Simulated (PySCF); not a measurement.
Simulated absorption spectrum

Compound: C₃H₅FO₂Si.
InChI=1S/C3H5FO2Si/c4-2-1-3(5-2)6-7/h1-2H,7H3/t2-/m1/s1

Method used: TDDFT CAM-B3LYP/def2-SVPD, vertical, gas phase, core orbitals frozen in the response in PySCF. The structure is a single GFN2-xTB conformer in the gas phase; no vibrational or solvent corrections. Torsions of this conformer, `[F:1][C@H:2]1[CH:3]=[C:4]([O:5][SiH3:6])[O:7]1`: C3–C4–O5–Si6 180°.

Each state is given a Gaussian of 0.5 eV full width at half maximum, with ε(max) = 2.175×10⁸ f / Δν̃ (Δν̃ the width in cm⁻¹). The width is an assumption, not a result. The curve ends short of the highest state used, and states not computed would add to its high-energy end.

```csv
E (eV),ε (L mol⁻¹ cm⁻¹)
5.20,1
5.25,1
5.30,3
5.35,6
5.41,16
5.46,32
5.51,62
5.56,118
5.62,244
5.67,431
5.72,732
5.77,1193
5.82,1862
5.88,2987
5.93,4199
5.98,5612
6.03,7125
6.09,8855
6.14,10012
6.19,10736
6.24,10919
6.29,10545
6.35,9473
6.40,8245
6.45,6915
6.50,5658
6.56,4417
6.61,3664
6.66,3151
6.71,2822
6.76,2605
6.82,2414
6.87,2274
6.92,2144
6.97,2038
7.03,1966
7.08,1964
7.13,2005
7.18,2067
7.23,2116
7.29,2112
7.34,2030
7.39,1872
7.44,1649
```

Problem. Where are the band maxima, and which computed states make them?

Solution. 199 nm (6.23 eV), ε about 11000, made up of S2 (98%); 171 nm (7.26 eV), ε about 2100, made up of S4 (18%) and S5 (74%) (ε in L mol⁻¹ cm⁻¹; maxima over ε = 5, shares over 10%). The states used: S1 5.95 eV (f 0.0043); S2 6.23 eV (f 0.200); S3 6.78 eV (f 0.038); S4 7.20 eV (f 0.0074); S5 7.32 eV (f 0.030); S6 7.49 eV (f 0.0005); S7 7.92 eV (f 0.0003); S8 8.04 eV (f 0.0030).

Problem. On this curve, what absorbance would a 10⁻⁵ mol/L sample give at 222 nm over a 1 cm path?

Solution. 222 nm is 5.585 eV, where ε is about 160 L mol⁻¹ cm⁻¹, so A = ε c l ≈ 0.0016 (Beer–Lambert, with the gas-phase spectrum and the assumed width).

Problem. Coming from long wavelengths, where does ε first pass 100 L mol⁻¹ cm⁻¹?

Solution. At about 224 nm (5.55 eV), 0.40 eV below S1.

Problem. What would ε be at 6.23 eV, the highest of these maxima, with half the width (0.25 eV)?

Solution. About 21500 L mol⁻¹ cm⁻¹ against 10900, a factor of about 1.97; a lone state at its own centre would give exactly 2.
